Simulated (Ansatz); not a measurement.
A nudged elastic band was laid between two geometries of B₂H₄S₂ (8 atoms, charge 0, multiplicity 1).

All numbers below come from Ansatz 0.2.0, RKS r2SCAN-D4/STO-3G.

```
movable images  : 5
climbing image  : yes
spring          : 5.0 eV/Å²
optimiser       : quadratic models (default)
start path      : IDPP
force threshold : 0.03 eV/Å
iteration limit : 60
end points      : relaxed
```

First end point:

```xyz
8
Properties=species:S:1:pos:R:3
B -0.338 1.734 -0.709
S -0.266 0.938 0.856
B 0.156 -0.758 0.409
S 0.334 -1.957 1.677
H -0.135 1.163 -1.708
H -0.600 2.875 -0.724
H 0.309 -1.052 -0.710
H 0.633 -2.999 0.853
```

Last end point:

```xyz
8
Properties=species:S:1:pos:R:3
B -0.337 1.734 -0.710
S -0.259 0.941 0.857
B 0.157 -0.757 0.411
S 0.330 -1.956 1.678
H -0.598 2.875 -0.729
H -0.139 1.156 -1.707
H 0.309 -1.051 -0.708
H 0.629 -2.998 0.854
```

(1) Which bonds break or form, and what moves?

(2) What energy profile does the band end with?

(3) What is the geometry of the highest image?

Answers

(1) No bond is made or broken. The dihedral H6–B1–S2–B3 goes from 180 to 0°. The two ends are copies of one structure, up to a mirror image or an exchange of like atoms.

(2) It converged. The highest image is number 4 of 0 to 6, 15.5 kcal/mol above the ends, which have the same energy within 2 meV. The profile has 2 maxima (images 2, 4) with wells between them (image 3): this band takes more than one step, which may be the mechanism or a detour left from its start path. A vibrational analysis at the climbing image gives one clearly imaginary mode, 227i cm⁻¹: a first-order saddle point. Limits of this set-up: minimal basis.

```
image  path coordinate (Å)  energy (kcal/mol)  dihedral H6–B1–S2–B3 (°)
    0                 0.00                0.0                       180
    1                 0.95                6.6                       142
    2                 1.91               15.4                       104
    3                 2.86               12.6                       106
    4                 3.81               15.5                        84
    5                 4.83                7.4                        41
    6                 5.84                0.0                         0
```

(3) 
```xyz
8
Properties=species:S:1:pos:R:3:forces:R:3
B 0.323 1.381 -0.823 0.00 0.00 0.00
S 0.637 1.128 0.952 0.00 0.00 0.00
B -0.044 -0.450 0.555 0.00 0.00 0.00
S -0.137 -1.770 1.723 0.00 0.00 0.00
H 1.199 1.276 -1.599 0.00 0.00 0.00
H -0.742 1.702 -1.198 0.00 0.00 0.00
H -0.435 -0.657 -0.542 0.00 0.00 0.00
H -0.709 -2.668 0.877 0.00 0.00 0.00
```

The run took 9.4 min on 1 CPU thread of a shared host.
